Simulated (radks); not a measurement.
Results of a calculation; reference values are marked as such.
Neutral silver inside a hard spherical wall (all orbitals vanish at R), configuration held at [Kr] 4d10 5s1 and not refilled when levels cross. Level of theory: scalar-relativistic Kohn-Sham, r2SCAN, spin-polarised, spherical densities, finite nucleus; open shells are filled with parallel spins first (spin-orbit coupling, left out, can overturn this in heavy ions); meta-GGA in the generalised Kohn-Sham scheme; Fermi nuclear charge, rms radius 4.5454 fm (a radial shooting solver on a logarithmic mesh with Libxc functionals). Eigenvalues in eV for spin up, with the zero of energy where the potential of the charges vanishes at infinity; a dash marks a level that is unbound or too diffuse for the functional's potential to be trusted. A positive occupied level is held by the wall or, in an anion where self-interaction has pushed it up, behind a barrier. The pressure on the wall is -dE/dV.

R (bohr)	E (hartree)	kinetic (hartree)	e(4s)	e(4p)	e(4d)	e(5s)	e(5p, empty)	e(6s, empty)	pressure (GPa)
free	-5316.67557	5523.478	-97.588	-60.251	-7.716	-4.961	-0.580	-	0
8	-5316.67368	5523.494	-97.474	-60.136	-7.609	-4.855	-0.156	6.162	0.0816
7	-5316.66946	5523.523	-97.308	-59.970	-7.455	-4.673	0.324	8.800	0.338
6	-5316.65564	5523.603	-96.914	-59.578	-7.097	-4.185	1.373	13.709	1.55
5	-5316.60692	5523.852	-95.928	-58.605	-6.213	-2.805	3.809	23.620	8.41
3.5	-5316.10499	5526.067	-90.170	-53.057	-0.955	6.925	17.619	69.006	173
3	-5315.36200	5529.112	-84.719	-47.859	4.380	18.073	31.900	109.05	602
2	-5306.39529	5563.416	-51.946	-14.916	42.450	110.47	137.82	354.43	14600
